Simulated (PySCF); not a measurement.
Structure with atom numbers: `[BH2:1][NH:2][BH:3][F:4]`; H(Xn) means a hydrogen on atom n.

Geometry: PBE0-D3(BJ)/def2-SVP; GIAO shifts from PySCF 2.14.0 with density-fitted response routines, gas phase, non-relativistic, averaged over equivalent atoms.

At PBE0/cc-pVDZ (76 basis functions, 7.2 s wall time on 1 thread of an Arm Neoverse N1, shared host):
```json
{"atoms": "B1", "δ (ppm)": "49.2"}
{"atoms": "B3", "δ (ppm)": "33.5"}
{"atoms": "N2", "δ (ppm)": "158.6"}
{"atoms": "F4", "δ (ppm)": "-54.4"}
{"atoms": "H(N2)", "δ (ppm)": "6.19"}
{"atoms": "H(B1)", "δ (ppm)": "5.61"}
{"atoms": "H(B3)", "δ (ppm)": "4.69"}
```

Scale: $^{11}$B (σ = 113.82 ppm) vs BF3·OEt2; NH3 for $^{15}$N (σ = 273.12 ppm); $^{19}$F (σ = 200.93 ppm) vs CFCl3; $^{1}$H (σ = 31.29 ppm) vs TMS (reference shieldings calculated alike).

**Question.** Estimate the result of repeating the calculation with PBE0/IGLO-III.

**Answer.** 
```
atoms  δ at PBE0/IGLO-III  change
   B1                52.2    +3.0
   B3                34.4    +0.9
   N2               168.4    +9.8
   F4               -75.0   -20.6
H(N2)                6.17   -0.02
H(B1)                5.63   +0.02
H(B3)                4.96   +0.27
```

δ = σ(ref) − σ, references computed at the same level: $^{11}$B (σ = 99.94 ppm) against BF3·OEt2; NH3 for $^{15}$N (σ = 260.55 ppm); $^{19}$F (σ = 174.63 ppm) against CFCl3; $^{1}$H (σ = 31.37 ppm) vs TMS.

The largest change is at F4 (fluorine bonded to B). Cost: 180 basis functions, 19 s wall time on 1 thread of an Arm Neoverse N1, shared host.

Unscaled 19F shifts against computed CFCl3 carry errors that often reach 10 to 50 ppm. Experimental scales use liquid or dissolved standards, which lie at an offset from isolated NH3 (liquid NH3: subtract about 20 ppm). Unscaled 15N shifts of sp2 nitrogen come out 20 to 40 ppm too high even then.
